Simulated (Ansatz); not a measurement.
Born–Oppenheimer molecular dynamics of AlFH4O2 (8 atoms, charge 0, multiplicity 1). It starts at the highest image of a converged band. Of that band: The profile has 2 maxima (images 2, 8) with wells between them (image 3): this band takes more than one step, which may be the mechanism or a detour left from its start path. A structure lower than the first end lies on the path between it and the top, so the climb from that side starts below the end, which may itself be a saddle point or a shallow side well. A vibrational analysis at the climbing image gives one clearly imaginary mode, 481i cm⁻¹: a first-order saddle point.

Computed with RKS PBE0-D4/def2-SVP in Ansatz 0.2.0.

| Property | Result |
| --- | --- |
| ensemble | NVE (velocity Verlet) |
| time step | 0.5 fs |
| steps asked | 200 |
| starting velocities drawn for | 300 K |
| seed | 11474 |

First frame:

```xyz
8
Properties=species:S:1:pos:R:3
Al -0.002 0.270 0.004
F 0.065 0.150 1.923
O 1.471 -0.361 -0.551
H 1.662 -0.806 -1.375
O -1.559 -0.098 -0.553
H -1.868 -0.873 -1.019
H 0.078 1.839 0.594
H 0.089 1.162 1.632
```

Task: How far do the bonds stretch over the last three quarters of this one trajectory? (Pairs bonded in most of those frames.)

Result: 
```tsv
bond	mean (Å)	spread (Å)	shortest	longest
Al1–F2	2.115	0.027	2.04	2.15
Al1–O3	1.708	0.012	1.69	1.73
Al1–O5	1.708	0.020	1.68	1.74
Al1–H7	1.605	0.060	1.51	1.72
F2–H8	0.945	0.020	0.92	1.00
O3–H4	0.960	0.029	0.92	1.00
O5–H6	0.958	0.008	0.94	0.97
```

Mean temperature of the second half: 195 K. The conserved energy stayed within 0.28 meV per atom of its start (net change 0.038 meV per atom), so the integration is sound. A run of 0.1 ps of so small a system gives no equilibrium averages. The orbitals stay closed-shell, which can raise the energy where a bond breaks towards radicals; this wasn't checked here.

Run time: 4.7 min on 2 threads of Arm Neoverse V2, with other jobs on the host, peak memory 0.14 GiB.
